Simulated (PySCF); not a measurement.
In(OH)(SH)2 (H₃InOS₂), SMILES [OH][In]([SH])[SH]. The structure is a stationary point at PBE-D3(BJ)/def2-SVP. The structure was generated by enumeration; whether it is a known compound was not checked. The def2 effective core potentials stand for the cores of In; spin–orbit coupling is left out. Other conformers were not sampled.

Computed equilibrium geometry at PBE-D3(BJ)/def2-SVP (PySCF confirms it by a frequency run) as a Z-matrix, and its point group (one conformer of several):
point group Cs.
```
In
O 1 2.0201
H 2 0.9771 1 109.91
S 1 2.4125 2 115.48 3 180.00
H 4 1.3640 1 91.75 2 180.00
S 1 2.4302 2 122.01 3 0.00
H 6 1.3639 1 92.34 2 0.00
```
